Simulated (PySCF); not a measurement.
C4H5NOS.
SMILES with atom numbers: `[CH3:1][S:2][c:3]1[n:4][cH:5][cH:6][o:7]1` (hydrogens: H8, H9, H10 on C1; H11 on C5; H12 on C6)

Computed with PySCF, CAM-B3LYP/def2-SV(P) geometry optimisation, gas phase.

**Question.** Give the optimised bond lengths and angles.

**Answer.** 
```tsv
bond	length (Å)
C1–S2	1.809
S2–C3	1.745
C3–N4	1.291
N4–C5	1.384
C5–C6	1.353
C6–O7	1.365
C3–O7	1.344
C1–H8, C1–H9, C1–H10	1.100
C5–H11	1.089
C6–H12	1.086
```

Bonds in one row agree within 0.01 Å and their mean is given. A selection of angles:
```tsv
angle	degrees
S2–C1–H8	106.1
S2–C1–H9	110.7
H8–C1–H9	110.0
C1–S2–C3	98.2
S2–C3–N4	129.0
S2–C3–O7	116.6
N4–C3–O7	114.4
C3–N4–C5	104.3
N4–C5–C6	109.1
N4–C5–H11	121.9
C6–C5–H11	129.0
C5–C6–O7	107.5
C5–C6–H12	135.6
O7–C6–H12	116.9
C3–O7–C6	104.7
```

Dihedral angles: C1–S2–C3–N4 1° (synperiplanar).

The 2 C–O bonds span 1.344 Å (C3–O7, aromatic) to 1.365 Å (C6–O7, aromatic), a spread of 0.021 Å. The 5-membered ring C3–N4–C5–C6–O7 has internal angles of 104.3° to 114.4°; it is planar, 0.00 Å rms from its mean plane, widest ring torsion 0°. Of the pairs four or more bonds apart, N4···H10 is among the closest relative to their van der Waals radii: 2.80 Å, 102 % of the sum of Bondi's values. The C–N distances run from 1.291 Å (C3–N4, aromatic) to 1.384 Å (N4–C5, aromatic), a spread of 0.093 Å. The C–S distances run from 1.745 Å (S2–C3, drawn single) to 1.809 Å (C1–S2, drawn single), a spread of 0.064 Å. The 7 heavy atoms lie in one plane (0.007 Å rms).

Not checked by CAM-B3LYP/def2-SV(P) frequencies. The numbers are those of one conformer.

Hardware: an Arm Neoverse V1 with one thread, shared host. Cost: 41 s of wall time, 0.61 GiB resident at most. That covers the optimisation of the geometry.
